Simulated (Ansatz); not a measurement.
Coupled-cluster run, `[OH][GeH]([Cl])[Br]`.

```yaml
crystal:
  periodic: [false, false, false]
  atoms:
    - {symbol: O, position_ang: [-1.316540, 0.590863, -0.097993]}
    - {symbol: Ge, position_ang: [0.334137, 0.023965, -0.264695]}
    - {symbol: Cl, position_ang: [1.507544, 0.751020, 1.369551]}
    - {symbol: Br, position_ang: [0.387344, -2.265742, -0.172412]}
    - {symbol: H, position_ang: [-1.743820, 0.293356, 0.710214]}
    - {symbol: H, position_ang: [0.873434, 0.542539, -1.590865]}
basis:
  gaussian: {orbitals: def2-SVP}
correlation: {method: ccsd_t}
```

```sh
$ ansatz run in.yaml --threads 4 --pin off --events-out ev --progress --plain --max-ram 10444MiB
```

The program prints (abridged):

```
Functional definition: HF
1009 factors; integrals over basis functions are off by at most 1.3e-3 eV
mean field evaluation 1: about -141024.1808 eV, gradient 3.5e1 eV
mean field evaluation 2: about -141024.1974 eV, gradient 3.5e1 eV
mean field evaluation 4: about -141026.8571 eV, gradient 2.4e0 eV
mean field evaluation 8: about -141026.8774 eV, gradient 1.8e-4 eV
mean field -141026.87739745 eV, -5182.6421529056 hartree, gradient 2.7e-6 eV, S^2 0.000000; 0 other end points of the search recorded, 0 dependent functions left out
24 core orbitals not correlated: weight in the atoms' cores, before any rotation towards them, 1.000 or more for the frozen orbitals, at most 0.000 for the correlated occupied ones
reference -141026.87739745 eV, -5182.6421529056 hartree; 23, 23 occupied and 59, 59 virtual orbitals, 1009 factors
second order -21.08234096 eV of doubles, -0.00000000 eV of singles
cycle   1  -20.90920628 eV  change    1.7e-1 eV  update   9.5e-2
cycle   2  -21.38890252 eV  change   -4.8e-1 eV  update   2.6e-2
cycle   3  -21.47079221 eV  change   -8.2e-2 eV  update   1.3e-2
cycle   4  -21.45982412 eV  change    1.1e-2 eV  update   2.7e-3
cycle   5  -21.45919279 eV  change    6.3e-4 eV  update   1.3e-3
cycle   6  -21.45961986 eV  change   -4.3e-4 eV  update   3.8e-4
cycle   7  -21.45935921 eV  change    2.6e-4 eV  update   1.3e-4
cycle   8  -21.45935275 eV  change    6.5e-6 eV  update   3.7e-5
perturbative correction -0.51272316 eV, -0.0188422286 hartree
Total energy: -141048.84947336 eV, -5183.4496118021 hartree
```

It took 6 s on 4 threads of an Arm Neoverse V1 on a shared host, with 0.43 GiB of host memory at the peak.

MP2 recovers 96.0 % of the CCSD(T) correlation energy and the triples give 2.3 %; T1 = 0.0091.
